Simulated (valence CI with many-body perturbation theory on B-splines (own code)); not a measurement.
Ba¹⁶⁺: M1 decay

Calculated by relativistic CI+MBPT: four valence electrons over a frozen Dirac-Fock core [Kr], radial functions for each j: 7 s, 7 p, 8 d, 6 f, 4 g, 1 h, with the one-electron correlation potential Σ1 (screened to all orders), the two-electron term Σ2, the three-electron term Σ3, Breit, model QED; selected single and double excitations, second order for the rest, scaled by the run's own slope (own B-spline code, finite nucleus).

No measured levels were compared; by estimate terms of the open shell hold to 2 to 4 % of their energy, and close levels can change places. Excitations out of the core, of the other parity, are not computed and may begin above about 69.7 eV (a cautious bound); beyond it only levels of the ground parity were kept, without lifetimes.

Lines 51 to 100 of 120 in falling wavelength, among levels below 562430 cm⁻¹, chosen from the decays that carry over 1 % of a level's rate. Wavelengths and rates use the calculated energies, so an error of 2000 cm⁻¹ moves a line at 305.5 nm by 6.1 % and its rate by three times that or more. S is in atomic units (e²a₀⁴ for E2 and M2, e²a₀⁶ for E3), for M1 in squared Bohr magnetons. Weak lines are less certain than strong ones. Lines between different terms over intervals too small for the method are left out, as are lines whose strength nearly cancels.

Names give the largest LS component (configuration and term), which can be under half, so a name can repeat, a term be missing and a line seem to break the LS rules; names also repeat where a configuration has a term twice. Letters in brackets count levels of one name in rising energy.

```
λ vac (nm)         Upper         Lower  Type   A (s⁻¹)  S (a.u.)
     305.5  4d4 1G_4 [a]      4d4 3G_4    M1  5.70e+00  5.42e-02
     305.1  4d4 3P_2 [b]      4d4 3D_2    M1  1.13e+02  5.93e-01
     299.2  4d4 3P_2 [a]      4d4 3G_3    M1  1.71e+01  8.48e-02
     298.3      4d4 1I_6      4d4 3H_5    M1  1.90e+02  2.43e+00
     296.9      4d4 3D_1  4d4 3F_2 [a]    M1  1.99e+02  5.79e-01
     287.9  4d4 3P_0 [a]      4d4 5D_1    M1  1.08e+03  9.56e-01
     284.0      4d4 1F_3      4d4 3D_3    M1  1.43e+02  8.52e-01
     278.6      4d4 3G_3      4d4 5D_2    M1  1.08e+02  6.06e-01
     264.1      4d4 1F_3      4d4 3D_2    M1  1.06e+02  5.06e-01
     259.6  4d4 3F_2 [a]      4d4 5D_2    M1  1.81e+02  5.85e-01
     256.2  4d4 3F_4 [b]      4d4 3G_5    M1  1.35e+02  7.60e-01
     253.4      4d4 3G_4      4d4 5D_4    M1  3.59e+00  1.95e-02
     247.3      4d4 1F_3      4d4 3G_4    M1  8.27e+01  3.25e-01
     243.0      4d4 3G_5      4d4 3H_4    M1  1.69e+01  9.87e-02
     240.8  4d4 3P_1 [a]      4d4 5D_2    M1  6.11e+02  9.48e-01
     237.4  4d4 3P_2 [c]      4d4 3D_3    M1  2.88e+01  7.13e-02
     235.8  4d4 3F_3 [b]  4d4 3P_2 [a]    M1  5.51e+01  1.88e-01
     227.8  4d4 1G_4 [a]      4d4 3H_5    M1  3.98e+01  1.57e-01
     226.5  4d4 3F_4 [b]  4d4 3F_3 [a]    M1  3.88e+02  1.51e+00
     226.4  4d4 3P_2 [b]  4d4 3P_1 [a]    M1  6.92e+01  1.49e-01
     225.3  4d4 1S_0 [a]  4d4 3P_1 [a]    M1  9.07e+02  3.85e-01
     223.8      4d4 3D_3      4d4 5D_4    M1  2.31e+02  6.73e-01
     220.9  4d4 3F_4 [a]      4d4 5D_4    M1  1.09e+02  3.92e-01
     217.8      4d4 3D_2      4d4 5D_3    M1  1.54e+01  2.95e-02
     212.8      4d4 3D_1  4d4 3P_0 [a]    M1  3.94e+02  4.22e-01
     212.0  4d4 3P_2 [b]  4d4 3F_2 [a]    M1  3.64e+01  6.43e-02
     211.9  4d4 1G_4 [a]      4d4 3G_3    M1  6.75e+01  2.14e-01
     208.2  4d4 3F_2 [a]      4d4 5D_1    M1  2.75e+02  4.60e-01
     206.8  4d4 3F_3 [b]  4d4 3F_3 [a]    M1  1.79e+01  4.12e-02
     206.8  4d4 3F_2 [b]  4d4 3F_3 [a]    M1  2.29e+02  3.75e-01
     205.9      4d4 3D_3      4d4 5D_3    M1  1.02e+01  2.32e-02
     203.5  4d4 3F_4 [a]      4d4 5D_3    M1  1.51e+02  4.24e-01
     200.8  4d4 3P_2 [b]      4d4 3G_3    M1  1.33e+02  2.00e-01
     194.6  4d4 3F_4 [b]  4d4 3F_4 [a]    M1  5.37e+02  1.32e+00
     190.5  4d4 3F_3 [a]      4d4 5D_4    M1  8.53e+00  1.53e-02
     188.9      4d4 3D_2      4d4 5D_2    M1  1.91e+00  2.38e-03
     182.2      4d4 1F_3      4d4 3G_3    M1  9.93e+01  1.56e-01
     180.0  4d4 3F_3 [b]  4d4 3F_4 [a]    M1  7.37e+01  1.11e-01
     179.9      4d4 3D_3      4d4 5D_2    M1  9.22e+00  1.39e-02
     179.4  4d4 1G_4 [a]      4d4 3H_4    M1  7.57e+01  1.46e-01
     178.1  4d4 3F_2 [b]      4d4 3D_3    M1  1.93e+02  2.02e-01
     178.0  4d4 3P_2 [c]  4d4 3P_1 [a]    M1  1.41e+02  1.47e-01
     177.4  4d4 3F_3 [a]      4d4 5D_3    M1  1.57e+02  2.28e-01
     174.9  4d4 3F_4 [b]      4d4 3G_4    M1  2.04e+02  3.64e-01
     173.6      4d4 3G_5      4d4 5D_4    M1  2.01e+01  4.29e-02
     161.8  4d4 3P_2 [c]      4d4 3G_3    M1  1.59e+02  1.25e-01
     160.5  4d4 3P_2 [a]      4d4 5D_3    M1  6.84e+02  5.24e-01
     160.1      4d4 3D_2      4d4 5D_1    M1  4.82e+01  3.67e-02
     157.8  4d4 3F_3 [a]      4d4 5D_2    M1  2.02e+02  2.06e-01
     157.6      4d4 1F_3      4d4 3H_4    M1  1.00e+02  1.02e-01
```
